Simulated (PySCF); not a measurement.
C₄H₁₁NSi₂.
SMILES with atom numbers: `[CH3:1][NH:2][C@H:3]1[CH:4]=[CH:5][SiH2:6][SiH2:7]1`

NICS is the negative of the GIAO shielding at a point without a nucleus: at the ring centre (0) and 1 Å above and below it (1); zz is the component along the ring normal. Level: GIAO PBE0/pcSseg-1 (PySCF, non-relativistic, gas phase) on the GFN2-xTB geometry, one conformer.

Ring bond lengths (Å), with Mayer bond orders in brackets: C3–C4 1.505 (1.00), C4–C5 1.329 (1.90), C5–Si6 1.887 (0.89), Si6–Si7 2.308 (0.92), Si7–C3 1.933 (0.83).

Q: What do the NICS probes read (ppm)?

A: 
| ring | type | NICS(0) | NICS(1), two faces | NICS(1)zz, two faces | rms pucker (Å) | centre to ring atoms, mean (Å) |
| --- | --- | --- | --- | --- | --- | --- |
| C3–C4–C5–Si6–Si7 | 5-membered ring with 2 Si; formal bonds 1 double, 4 single | -2.3 | -3.7 / -3.3 | -2.0 / -0.6 | 0.03 | 1.51 |

Q: What can be read from them?

A: 
- C3–C4–C5–Si6–Si7: mean NICS(1)zz -1.3 ppm, near zero. C3, Si6, Si7 have four or more neighbours; no verdict on aromaticity is drawn.

Q: At the second NICS(1) probe listed for ring C3–C4–C5–Si6–Si7, 1 Å off the ring, how large is the induced field along the normal in 9.4 T applied along it?

A: NICSzz × B0 = -0.6 ppm × 9.4 T = -6 μT, against the applied field.
